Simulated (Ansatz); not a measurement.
Consider the ligand exchange at the Al–C bond: `C[CH2][Al]([F])[F]` + `C[SeH]` → `C[Se][Al]([F])[F]` + `CC`.

Calculated with Ansatz (gas phase, PBE0-D4/def2-TZVP geometries, no zero-point term in ΔE). CCSD(T)/CBS adds triple-zeta CCSD(T) − MP2 to the extrapolated MP2 energy (def2 sets, frozen cores). This one scheme is used for every species. DFT in def2-TZVPP. B3LYP here is the variant with VWN-RPA as its local correlation; programs differ in this. For Se outer-core shells are correlated without core-valence functions, which leaves a few kJ/mol of doubt a bond. Scalar relativity is left out up to krypton. One conformer a species, not always the lowest.

```csv
level,ΔE (kcal/mol)
B3LYP-D4,-27.8
ωB97M-V,-27.0
B3LYP,-27.3
CAM-B3LYP,-26.8
LC-ωPBE,-27.0
MP2/def2-TZVPP,-28.7
HF/CBS(def2),-29.7
CCSD/CBS(def2),-28.6
```

What does CCSD(T)/CBS give? (Best estimate.)

Ansatz gave: -28.6 kcal/mol. The listed levels differ from it by 0.8, 1.6, 1.3, 1.8, 1.6, -0.1, -1.1, 0.0 kcal/mol.

Largest T1 diagnostic among the species: 0.012.

Leaving LDA and LC-ωPBE aside and taking each functional with its dispersion term where it has one, the values, not all of them listed here, spread over 2.1 kcal/mol, from BHLYP-D4 to BLYP-D4. LDA lies +0.8 kcal/mol from PBE without D4. At CCSD(T), def2-SVP lies +0.9 kcal/mol from the extrapolated value and def2-TZVPP +0.8 kcal/mol.
